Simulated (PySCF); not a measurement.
A search over the determinants of Pb₂

Unrestricted PBE0; Pb def2-SVP with ECP60; scalar-relativistic core potentials (PySCF 2.14). Outer shells of the fragments: Pb 5d10 6s2 6p2; Pb 5d10 6s2 6p2.

Followed along the bond (rough minima from three points):

| 2Ms+1 | unpaired | ⟨S²⟩ at the start | R at minimum (Å) | Te (eV) |
| --- | --- | --- | --- | --- |
| 3 | π ↑↑ | 2.00 | 2.89 | 0.00 |
| 1 | π ↑↓ | 1.00 | 2.90 | 0.19 |
| 3 | σ ↑, π ↑ | 2.00 | 2.79 | 0.37 |
| 1 | σ ↓, π ↑ | 1.01 | 2.79 | 0.58 |
| 1 | none | 0.00 | 2.92 | 0.66 |

Solutions found at the starting distance of 2.790 Å, counted from the lowest of them; the search is not exhaustive and high or unbound solutions are not listed, so other states can lie among these:

```csv
2Ms+1,unpaired,term,E (eV),⟨S²⟩,⟨Lz²⟩
3,π ↑↑,³Σ⁻,0.00,2.00,0.00
1,π ↑↓,mixed,0.19,1.00,2.01
3,"σ ↑, π ↑",³Π,0.31,2.00,1.00
1,"σ ↓, π ↑",mixed,0.52,1.01,1.00
1,none,mixed,0.67,0.00,2.00
5,"σ ↑, π ↑↑↑",⁵Π,1.03,6.00,1.00
3,"σ ↑, π ↑↑↓",mixed,1.56,3.01,3.01
3,"σ ↓, π ↑↑↑",mixed,1.62,3.01,1.00
3,π ↑↑,mixed,1.82,2.00,2.01
5,π ↑↑↑↑,⁵Σ⁺,3.30,6.01,0.00
5,"σ ↑↑, π ↑↑",⁵Σ⁻,3.36,6.00,0.00
3,"σ ↑↑, π ↑↓",mixed,3.88,3.00,2.01
1,"σ ↓↓, π ↑↑",mixed,4.03,2.00,0.00
1,"σ ↓, π ↑",mixed,4.56,1.01,1.00
```

A term symbol is given only where ⟨S²⟩ and ⟨Lz²⟩ are close to those of a pure state; real π, δ and φ orbitals otherwise mix terms, and g/u labels are left off.

Spin–orbit coupling is left out, which matters for elements this heavy, above all for dissociation energies.
